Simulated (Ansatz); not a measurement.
Born–Oppenheimer molecular dynamics of Cl$_{2}$FGaH$_{2}$ (6 atoms, charge 0, multiplicity 1). It starts at the highest image of a converged band, a first-order saddle point between two minima.

Level of theory: RKS r2SCANh-D4/def2-SVP in Ansatz 0.2.0.

```
ensemble                      : NVE (velocity Verlet)
time step                     : 0.5 fs
steps asked                   : 200
starting velocities drawn for : 100 K
seed                          : 6908
```

First frame:

```xyz
6
Properties=species:S:1:pos:R:3
Ga 0.046 -0.324 -0.142
Cl 0.173 0.008 2.345
Cl 1.899 0.362 -0.938
H -1.375 0.009 -0.616
F 0.277 -2.000 0.610
H 0.294 -1.288 1.824
```

Q: How far do the bonds stretch over the last three quarters of this one trajectory? (Pairs bonded in most of those frames.)

A: 
```csv
bond,mean (Å),spread (Å),shortest,longest
Ga1–Cl2,2.244,0.150,2.07,2.51
Ga1–Cl3,2.136,0.008,2.12,2.15
Ga1–H4,1.537,0.013,1.52,1.56
F5–H6,0.981,0.058,0.90,1.16
```

Pairs bonded in part of these frames only: Ga1–F5 56 %.

Mean temperature of the second half: 600 K. The conserved energy stayed within 0.15 meV per atom of its start (net change -0.13 meV per atom), so the integration is sound. The kinetic energy rose, since the run started high on the potential surface and went downhill. It ends in pieces (Cl2GaH + FH), so much of that is their flight and rotation, not heat. A run of 0.1 ps of so small a system gives no equilibrium averages. The orbitals stay closed-shell, which can raise the energy where a bond breaks towards radicals; this wasn't checked here.

Run time: 6.4 min on 4 threads of Arm Neoverse V1, with other jobs on the host, peak memory 0.23 GiB.
